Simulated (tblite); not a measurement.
C₄H₉NSi.
Numbering: `[CH:1]#[C:2][C@@H:3]([CH3:4])[NH:5][SiH3:6]` (hydrogens: H7 on C1; H8 on C3; H9, H10, H11 on C4; H12 on N5; H13, H14, H15 on Si6)

Computed geometry: GFN2-xTB, gas phase.

Task: List the bond lengths, angles and torsions at this level.

Result: 
```tsv
bond	length (bohr)	order
C1≡C2	2.262	triple
C2–C3	2.756	single
C3–C4	2.896	single
C3–N5	2.740	single
N5–Si6	3.246	single
C1–H7	1.983	single
C3–H8	2.073	single
C4–H9, C4–H10, C4–H11	2.055	single
N5–H12	1.908	single
Si6–H13, Si6–H14	2.764	single
Si6–H15	2.780	single
```

Bonds in one row agree within 0.02 bohr and their mean is given. Orders are formal, as drawn. A selection of angles:
```tsv
angle	degrees
C2–C1–H7	178.2
C1–C2–C3	175.7
C2–C3–C4	110.0
C2–C3–N5	111.4
C2–C3–H8	108.3
C4–C3–N5	110.4
C4–C3–H8	109.5
N5–C3–H8	107.2
C3–C4–H9	110.4
H9–C4–H10	108.7
C3–N5–Si6	123.6
C3–N5–H12	111.0
Si6–N5–H12	118.0
N5–Si6–H13	105.6
N5–Si6–H14	103.7
N5–Si6–H15	115.8
H13–Si6–H14	113.1
H13–Si6–H15	108.4
H14–Si6–H15	110.2
```

Torsions: C2–C3–N5–Si6 86° (synclinal).

N5 (silicon-bound nitrogen) has angles 123.6°, 118.0° and 111.0°, sum 352.6°, 0.21 Å off the plane of its three neighbours. Of the pairs four or more bonds apart, H10···H12 is among the closest relative to their van der Waals radii: 2.52 Å, 105 % of the sum of Bondi's values. The C–C distances run from 1.197 Å (C1≡C2, drawn triple) to 1.532 Å (C3–C4, drawn single), a spread of 0.335 Å. Si6 (SiH3 silicon) is distorted tetrahedral (angles from 103.7° to 115.8°).

Point group: C1 (no symmetry element, even within 0.4 Å). Its GFN2-xTB frequencies are all real (lowest 53 cm⁻¹). One conformer, not necessarily the lowest. 3 starts were optimised and ended at 0.00, 0.16 and 1.21 kcal/mol (GFN2-xTB); the lowest of these is shown.
